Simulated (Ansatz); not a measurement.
Species: C$_{4}$H$_{3}$FN$_{2}$, charge 0, multiplicity 1. SMILES: Fc1ccncn1
Geometry: optimised at B3LYP-D3(BJ)/def2-TZVP (Ansatz, an electronic-structure program).

Computed values are from Ansatz. Correlated levels leave the core frozen unless marked. UHF or UKS for open shells. No spin-orbit coupling. Non-relativistic. Basis-set limits of correlation are two-point, X^-3; Hartree-Fock from the larger set.

- atomisation energy De: 1122.5 kcal/mol at CCSD(T)/CBS(aug-cc-pVTZ,aug-cc-pVQZ)
- total energy: -363.1720 Eh at CCSD(T)/CBS(aug-cc-pVTZ,aug-cc-pVQZ)
- dipole moment: 2.07 D at CCSD(T)/aug-cc-pVDZ
- T1 diagnostic: 0.015 at CCSD/aug-cc-pVQZ

The Hartree-Fock reference is unstable (checked in the largest basis), which strains HF and MP2.
